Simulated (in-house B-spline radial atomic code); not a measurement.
LDA exchange-only excitations of the potassium ion K⁺

Method: LDA exchange-only. Computed with an all-electron radial atomic-structure program (B-spline basis): linear response of the closed shell [Ne] 3s2 3p6 with the functional's adiabatic kernel; non-relativistic, point nucleus, no spin-orbit coupling, no double excitations, S, P, D and F terms only. Only terms of natural parity with L up to 3 were computed.

Command:
```bash
python run_td.py task.json out
```
Settings (radii: box in bohr, nucleus in fm):
```
Z                        19
electrons                18
configuration            [Ne] 3s2 3p6
hamiltonian              nr
method                   lda,
box_radius               41.61
intervals                55
```

Run time, properties included: 0.3 s on 1 thread of Intel(R) Xeon(R) Platinum 8375C CPU @ 2.90GHz (Ice Lake), on a shared host.

The lowest states, in the order of their Tamm-Dancoff energies; the method's threshold (minus the highest occupied level) is 23.480 eV. Labels give the largest channel, * marks a mixed state, and oscillator strengths are full-response dipole values. Semilocal kernels can invert the small singlet-triplet splittings of Rydberg terms. Energies in eV:

```
     state  full response  Tamm-Dancoff  oscillator strength
3p → 4s 3P         17.680        17.692                    -
3p → 4s 1P         18.049        18.057                0.321
3p → 3d 3P         19.165        19.240                    -
3p → 3d 3F         19.638        19.689                    -
3p → 4p 3S         19.710        19.729                    -
3p → 4p 3D         20.005        20.011                    -
3p → 4p 1D         20.155        20.157                    -
3p → 3d 1F         20.695        20.705                    -
3p → 4p 1S         20.668        20.723                    -
3p → 5s 3P              ?             ?                    -
3p → 5s 1P         21.580        21.582               0.0241
3p → 3d 1P         21.669        21.709                0.416
3p → 5p 3S              ?             ?                    -
3p → 5p 3D         22.036        22.038                    -
```

Where does 3p → 5s 3P lie?

At 21.525 eV in full response, 21.527 eV in Tamm-Dancoff.

Where does 3p → 5p 3S lie?

At 21.985 eV in full response, 21.988 eV in Tamm-Dancoff.

How large is the singlet-triplet splitting of 3p → 4s (P terms) in Tamm-Dancoff?

0.365 eV, from the unrounded values.

What polarisabilities and dispersion coefficient does the method give?

Dipole 5.918 bohr³, quadrupole 19.41 bohr⁵, C6 25.7 hartree·bohr⁶ for two such species.
